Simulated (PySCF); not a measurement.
Working with the constants of RbBa

PBE0 constants of RbBa, ²Σ⁺ (doublet), unpaired electrons σ ↑ (basis Rb x2c-TZVPall, Ba x2c-TZVPall; spin-free X2C with a Gaussian nucleus; PySCF 2.14; masses 84.9118 and 137.9052 u):

```
ωe              : 43.4 cm⁻¹
ωexe            : 0.198 cm⁻¹
Be              : 0.014326 cm⁻¹
αe              : 7.06e-05 cm⁻¹
D (centrifugal) : 6.25e-09 cm⁻¹
De to Rb + Ba   : 0.245 eV
```

**Question.** Give the vibrational terms G(v) and spacings up to v = 6.

**Answer.** G(v) = ωe(v+½) − ωexe(v+½)².

```tsv
v	G(v) (cm⁻¹)	G(v) − G(v−1)	Bv (cm⁻¹)
0	21.7		0.01429
1	64.7	43.0	0.01422
2	107.3	42.6	0.01415
3	149.5	42.2	0.01408
4	191.3	41.8	0.01401
5	232.7	41.4	0.01394
6	273.7	41.0	0.01387
```

**Question.** How well does the Morse estimate ωe²/(4ωexe) reproduce De, and what is D0?

**Answer.** It gives 0.295 eV, 120 % of the computed De. D0 = De − G(0) = 0.245 − 0.003 = 0.242 eV.

The bond is weak. Basis-set superposition, not corrected here, can be much of De in a small basis, most of all at correlated wavefunction levels. Functionals without a dispersion term scatter widely for such bonds, and LDA overbinds them. Spin–orbit coupling is left out. The state is the lowest determinant that a PBE0 search found; another state may lie lower at other levels.
